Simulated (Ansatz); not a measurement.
`SC[CH2][SnH3]` + `B[SiH2]F` → `F[SiH2][BH][SnH3]` + `CCS`  (formal exchange of groups at the Sn–C bond)

Gas-phase electronic energies from Ansatz, PBE0-D4/def2-TZVP geometries. CBS: MP2 limit from def2 TZ/QZ plus the TZ coupled-cluster correction, frozen cores. DFT in def2-TZVPP. Elements past krypton have def2 core potentials. For Sn outer-core shells are correlated without core-valence functions, which leaves a few kJ/mol of doubt a bond. One conformer a species, not always the lowest.

```tsv
level	ΔE (kcal/mol)
PBE	-9.2
HF/def2-TZVPP	-6.8
```

(1) What does CCSD(T)/CBS give? (Best estimate.)

Largest T1 diagnostic among the species: 0.014.

Answers

(1) Ansatz gave: -6.7 kcal/mol. The listed levels differ from it by -2.5, -0.1 kcal/mol.
